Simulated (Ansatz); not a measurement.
Basis sets compared for OsO₃⁻. Charge -1, multiplicity 2. Geometry PBE-D4/def2-TZVPD. Ansatz on 4 threads of Intel Xeon on a shared host; times are rough, and most runs start from earlier orbitals.

```
atom   x (Å)   y (Å)   z (Å)
 Os1   0.083   0.006  -0.013
  O2   0.995  -1.374   0.528
  O3  -1.667  -0.117   0.260
  O4   0.590   1.485  -0.775
```

In the def2 sets Os takes a core potential; there is no spin–orbit coupling. At PBE-D4/def2-SVPD, PBE-D4/def2-TZVPD the highest occupied level of the charge -1 doublet lies above zero (up to 0.79 eV). By energy differences its removal costs 2.63 eV (vertical, to the charge 0 singlet, at PBE-D4/def2-TZVPD); a positive level beside a positive removal energy at the same level points to self-interaction error. The structure comes from a short search, and lower isomers may exist.

| level | functions | energy (Eh) | HOMO (eV) | LUMO (eV) | wall time |
| --- | --- | --- | --- | --- | --- |
| PBE-D4/def2-SVPD | 104 | -316.1674 | 0.71 | 1.22 | 3.2 s |
| PBE0-D4/def2-SVPD | 104 | -316.0469 | -1.00 | 2.10 | 5.5 s |

Q: Estimate the rows for PBE-D4/def2-TZVPD, PBE0-D4/def2-TZVPD.

A: 
```csv
level,functions,energy (Eh),HOMO (eV),LUMO (eV),wall time
PBE-D4/def2-TZVPD,163,-316.4431,0.79,1.32,7.5 s
PBE0-D4/def2-TZVPD,163,-316.3264,-0.88,2.23,17 s
```
